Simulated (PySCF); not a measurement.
Spin-rotation constants: SMILES CC#[N+][GaH2-][CH3], C₃H₈GaN

Geometry:
```csv
atom,x (Å),y (Å),z (Å)
C1,2.838,-0.717,0.040
C2,1.525,-0.196,0.229
N3,0.465,0.218,0.374
Ga4,-1.347,1.017,0.698
C5,-2.516,-0.081,-0.504
H6,2.775,-1.748,-0.308
H7,3.367,-0.116,-0.699
H8,3.380,-0.688,0.986
H9,-0.917,2.448,0.308
H10,-1.312,0.774,2.222
H11,-2.213,0.006,-1.554
H12,-3.564,0.229,-0.448
H13,-2.484,-1.145,-0.241
```

Method: GIAO wB97X-D/pcSseg-1 magnetisability, rotational g tensor and spin-rotation constants, non-relativistic, gas phase in PySCF 2.14.0. Geometry: GFN2-xTB.

The calculation is non-relativistic, which matters for the atoms heavier than Zn.

Give the nuclear spin-rotation constants along the inertial axes (H = +C I·J) beside the isotropic shieldings.

Rotational constants 8.5410, 1.2995, 1.1616 GHz. A star marks the isotopologue with that one atom substituted, in its own axes.
| atom | isotope | Caa (kHz) | Cbb (kHz) | Ccc (kHz) | mean (kHz) | σ (ppm) |
| --- | --- | --- | --- | --- | --- | --- |
| N3 | 14N | 0.112 | 0.255 | 0.231 | 0.199 | 16.4 |
| Ga4 | 69Ga | 14.623 | 2.038 | 2.044 | 6.235 | 1492.2 |
| H6 | 1H | -0.907 | -0.013 | -0.110 | -0.344 | 29.6 |
| H7 | 1H | -0.830 | -0.148 | 0.000 | -0.326 | 29.6 |
| H8 | 1H | -0.762 | -0.061 | -0.087 | -0.303 | 29.6 |
| H9 | 1H | -0.635 | -0.059 | -0.005 | -0.233 | 27.8 |
| H10 | 1H | -0.635 | -0.059 | -0.006 | -0.233 | 27.8 |
| H11 | 1H | -0.834 | -0.098 | -0.047 | -0.326 | 32.0 |
| H12 | 1H | 0.074 | -0.139 | -0.137 | -0.067 | 32.1 |
| H13 | 1H | -0.834 | -0.098 | -0.047 | -0.326 | 32.0 |
| C1 | 13C* | 0.906 | 0.149 | 0.134 | 0.396 | 185.7 |
| C2 | 13C* | 0.222 | 0.576 | 0.520 | 0.439 | 58.5 |
| C5 | 13C* | 0.744 | 0.142 | 0.115 | 0.334 | 197.6 |

For the geometry as given, no vibrational averaging.

How do the rotational constants and the g tensor change when H6, H7, H8, H9, H10, H11, H12, H13 are replaced by deuterium?

Constants 6.2270, 1.1096, 0.9897 GHz; g -0.0068, 0.0027, 0.0020, against -0.0089, 0.0034, 0.0027 before.
